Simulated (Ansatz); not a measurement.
**How methods differ on SbH2 (SMILES [SbH2])**

SbH2 has 3 atoms, charge 0, and is taken as a doublet. As SMILES, `[SbH2]`. Geometry: relaxed at PBE0-D4/def2-TZVP.

```xyz
3

Sb    0.6598   -0.3463    0.3157
H     0.0467    1.2442    0.1632
H    -0.7173   -0.9627   -0.4921
```

Each level gives the energy change with the Sb1–H3 bond stretched from 1.711 to 4.279 Å (eV). The values are calculated.

| level | kind | program | value (eV) | less FCI/STO-3G | CPU time (all runs) |
| --- | --- | --- | --- | --- | --- |
| UHF/STO-3G | Hartree–Fock | Ansatz | 2.84 | -0.56 | 0.66 s |
| UPBE/STO-3G | GGA | Ansatz | 4.02 | +0.62 | 8.5 s |
| U-r2SCAN0/STO-3G | hybrid meta-GGA | Ansatz | 3.88 | +0.48 | 24 s |
| UB3LYP/STO-3G | global hybrid | Ansatz | 4.07 | +0.67 | 9.7 s |
| UPBE0/STO-3G | global hybrid | Ansatz | 3.90 | +0.50 | 12 s |
| UB2PLYP/STO-3G | double hybrid | Ansatz | 3.79 | +0.39 | 13 s |
| RPA@PBE/STO-3G | RPA | Ansatz | 3.53 | +0.13 | 9.7 s |
| UMP2/STO-3G | perturbation theory | Ansatz | 3.20 | -0.20 | 1.1 s |
| UCCSD(T)/STO-3G | coupled cluster or CI | Ansatz | 3.40 | 0.00 | 1.3 s |
| FCI/STO-3G | exact in the basis | Ansatz | 3.40 | 0.00 | 2 s |

FCI/STO-3G is exact within its basis and frozen core, so for wave-function methods in that basis the difference is their error; functionals converge differently with the basis, so for them it is only a difference. All-electron rows without a relativistic Hamiltonian named are non-relativistic. The first shape isn't each level's own minimum. The values span 2.84 to 4.07 eV. Spin contamination of the reference (⟨S²⟩ at least 0.1 too high) touches UHF/STO-3G, UPBE/STO-3G, U-r2SCAN0/STO-3G, UB3LYP/STO-3G, UPBE0/STO-3G, UB2PLYP/STO-3G, RPA@PBE/STO-3G, UMP2/STO-3G, UCCSD(T)/STO-3G. All rows use very small basis sets, so even the best lies far from the true value. In the correlated wave-function rows the outer d shell of Sb is correlated, in sets not made for it. CPU times are rough (shared hosts, several kinds of processor): they show what a rung costs within a factor of a few.
